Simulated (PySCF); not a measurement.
# NMR parameters of W(CH)Cl3

W(CH)Cl3, CHCl3W, point group C3v.

Cartesian coordinates in Å; atom numbers follow the order of the lines, from 1:
```xyz
6

W    -0.041   -0.001   -0.489
C     0.110    0.004    1.237
H     0.207    0.007    2.326
Cl    2.109   -0.005   -1.214
Cl   -1.192    1.902   -0.936
Cl   -1.192   -1.907   -0.923
```

GIAO calculations in PySCF 2.14.0 with density-fitted response routines on the PBE0-D3(BJ)/def2-SVP structure: isolated species, scalar relativity only through the core potential, equivalent atoms averaged; basis pcSseg-1 (def2-TZVP on W).

**Question.** Give the isotropic shieldings (ppm) with KT2, PBE0.

**Answer.** 
```tsv
atoms	environment	KT2	PBE0
Cl4/Cl5/Cl6	chlorine bonded to W	470	498
C2	carbon bonded to W, H	-98.3	-138.7
H3	hydrogen on a carbon bonded to W	24.37	24.84
HOMO–LUMO gap (eV)	–	2.72	4.82
```

**Question.** And the chemical shifts, against references computed in the same way?

**Answer.** 
```csv
atoms,"nucleus, reference",KT2,PBE0
Cl4/Cl5/Cl6,"³⁵Cl, HCl",472,445
C2,"¹³C, TMS",281.5,323.2
H3,"¹H, TMS",6.81,6.42
```

**Question.** Which part of the shielding of Cl4/Cl5/Cl6 depends on the functional?

**Answer.** Diamagnetic: KT2 1150, PBE0 1148 ppm; paramagnetic: KT2 -680, PBE0 -650 ppm. The diamagnetic part, set mainly by inner electrons, hardly moves; the paramagnetic part goes with low-lying magnetically allowed excitations and carries the spread.

W is described by an effective core potential, so it has no shielding of its own here; spin–orbit effects on the atoms bonded to it, which can be large, are absent, and the values of these neighbours are rough.
